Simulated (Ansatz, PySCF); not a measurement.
Spin states of HNiO (SMILES [OH][Ni]), each relaxed with B3LYP-D3(BJ)/def2-TZVP.
State 1 (charge 0, multiplicity 2):
```xyz
3

Ni    -0.882    -0.636    -0.773
O      0.431    -0.137     0.291
H      0.418     0.821     0.412
```
State 2 (charge 0, multiplicity 4):
```xyz
3

Ni    -0.910    -0.700    -0.803
O      0.390    -0.096     0.265
H      0.487     0.843     0.467
```

Singlets are restricted, other states unrestricted; no spin–orbit coupling, no relativity up to Kr; see below for the cores. The largest T1 diagnostic is 0.064.

Codes used: Ansatz (a program for electronic structure); PySCF for the dispersion terms. Values without a source in brackets are computed.

One of these levels gives 15.69 kcal/mol for the energy of the multiplicity-4 state less that of the multiplicity-2 state. Which?
A. r2SCAN-D4/def2-TZVPP
B. r2SCANh/def2-TZVPP
C. PBE0/def2-TZVPP
D. PBE-D3(BJ)/def2-TZVPP

C, PBE0/def2-TZVPP. The others give 24.33 (PBE-D3(BJ)/def2-TZVPP), 13.29 (r2SCAN-D4/def2-TZVPP), 10.50 (r2SCANh/def2-TZVPP)

Doubts at one or more of the structures used: a spin-contaminated determinant (r2SCAN-D4/def2-TZVPP, r2SCANh/def2-TZVPP).
